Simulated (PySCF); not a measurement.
Simulation results for CH₄BGe, BGeH₅Si

Calculation on a computer-drawn molecule: optimised geometry and harmonic frequencies of an isolated molecule of the commonest isotopes, restricted reference for singlets and unrestricted otherwise, frozen core in MP2; on germanium a core potential holds 10 electrons, which the energies leave out, and 3d is frozen in MP2 and coupled-cluster steps. Program: PySCF 2.14.0.

Common to all runs: multiplicity 1.

(1) CH₄BGe

Start structure:
```xyz
7
CH4BGe
B     -0.9629     0.8197     2.7262
C     -0.8655     1.5259     1.5901
Ge     1.1307     2.2647     1.9810
H     -0.9996     0.2157     3.7370
H     -1.2340     1.8897     0.6556
H      1.0075     2.8049     3.4848
H      1.9148     0.9298     2.3953
```

| Property | Result |
| --- | --- |
| charge | -1 |
| method | MP2 |
| basis | aug-cc-pVDZ |
| basis and core potential on germanium | aug-cc-pVDZ-PP ECP10MDF |
| rotational constants | 24.01, 4.927, 4.281 GHz |
| total energy | -358.5364 hartree |
| convergence status largest gradient component | 1.828e-05 hartree/bohr |

Drawn bonds:
```tsv
atom	other atom	order
1	2	2
2	3	1
1	4	1
2	5	1
3	6	1
3	7	1
```

Optimised structure:
```xyz
7
CH4BGe
B     -0.9156     0.8382     2.7336
C     -0.8803     1.5389     1.5554
Ge     1.1106     2.2466     1.9951
H     -0.9246     0.2390     3.7588
H     -1.2523     1.9083     0.6088
H      0.9735     2.7765     3.5031
H      1.8798     0.9029     2.4152
```

Modes:
```tsv
frequency (cm⁻¹)	reduced mass (dalton)
111.2	1.175
244.7	5.802
385.1	6.043
457.7	1.486
621.4	1.123
640.5	1.179
644.4	1.034
667.6	1.155
804.4	1.059
925.8	1.022
1510	4.601
1836	1.023
1845	1.018
2795	1.137
3362	1.11
```

(2) BGeH₅Si

Start structure:
```xyz
8
BGeH5Si
B     -1.9343     1.7897     1.6197
Ge    -1.8138     0.2135     0.3870
Si    -0.8403     0.3875    -1.8598
H     -1.1329     2.1265     2.3339
H     -2.9575     2.4728     1.5119
H     -0.9544    -0.9729     0.9146
H     -3.1203    -0.5091     0.0481
H     -0.0959     1.7193    -1.6352
```

| Quantity | Value |
| --- | --- |
| charge | 0 |
| method | HF |
| basis | cc-pV(D+d)Z |
| basis and core potential on germanium | cc-pVDZ-PP ECP10MDF |
| rotational constants | 10.42, 2.982, 2.461 GHz |
| total energy | -609.8116 hartree |
| convergence status largest gradient component | 3.234e-05 hartree/bohr |

Drawn bonds:
```tsv
atom	other atom	order
1	2	1
2	3	1
1	4	1
1	5	1
2	6	1
2	7	1
3	8	1
```

Optimised structure:
```xyz
8
BGeH5Si
B     -2.0002     1.8017     1.5222
Ge    -1.8701     0.1155     0.3189
Si    -1.0018     0.6693    -1.9252
H     -1.0583     2.1550     2.1736
H     -2.9882     2.4814     1.5282
H     -0.8383    -0.8913     0.8714
H     -3.2081    -0.6323     0.1955
H      0.1155     1.5282    -1.3644
```

Modes:
```tsv
frequency (cm⁻¹)	reduced mass (dalton)
105.2	3.311
129.5	1.147
152	1.069
317.1	5.542
384.7	1.198
503.4	1.083
544.5	2.202
624.3	1.311
761.3	1.16
816	1.118
931	1.13
981.6	1.186
1252	1.139
2138	1.04
2154	1.022
2187	1.019
2680	1.051
2768	1.127
```
